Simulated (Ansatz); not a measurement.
Species: C10H12Si, SMILES `C=CC(=C)c1ccc([SiH3])cc1` (C–C–C–C torsion -170°, C–C–C–C torsion -127°) (charge 0, multiplicity 1).

Question: Give a relaxed geometry from B3LYP-D3(BJ)/def2-SVP run with Ansatz (a first-principles code).

Answer: One answer among several that fit: the end point of this relaxation, one of several conformers (outside a Z-matrix the atoms follow the SMILES, hydrogens last).
Bonds (Å): C1–C2 1.342, C1–H12 1.092, C1–H13 1.093, C2–C3 1.472, C2–H14 1.096, C3–C4 1.349, C3–C5 1.491, C4–H15 1.093, C4–H16 1.092, C5–C6 1.405, C5–C11 1.405, C6–C7 1.395, C6–H17 1.092, C7–C8 1.406, C7–H18 1.094, C8–Si9 1.880, C8–C10 1.407, Si9–H19 1.493, Si9–H20 1.494, Si9–H21 1.492, C10–C11 1.395, C10–H22 1.094, C11–H23 1.092. Bond angles (°): C2–C1–H12 122.0, C2–C1–H13 120.8, H12–C1–H13 117.2, C1–C2–C3 126.6, C1–C2–H14 118.7, C3–C2–H14 114.7, C2–C3–C4 120.0, C2–C3–C5 119.8, C4–C3–C5 120.2, C3–C4–H15 121.0, C3–C4–H16 121.5, H15–C4–H16 117.5, C3–C5–C6 121.2, C3–C5–C11 120.5, C6–C5–C11 118.2, C5–C6–C7 120.7, C5–C6–H17 119.4, C7–C6–H17 119.8, C6–C7–C8 121.3, C6–C7–H18 118.8, C8–C7–H18 119.9, C7–C8–Si9 121.3, C7–C8–C10 117.7, Si9–C8–C10 121.1, C8–Si9–H19 110.5, C8–Si9–H20 111.2, C8–Si9–H21 109.3, H19–Si9–H20 107.7, H19–Si9–H21 109.4, H20–Si9–H21 108.7, C8–C10–C11 121.2, C8–C10–H22 120.1, C11–C10–H22 118.7, C5–C11–C10 120.8, C5–C11–H23 119.1, C10–C11–H23 120.1.
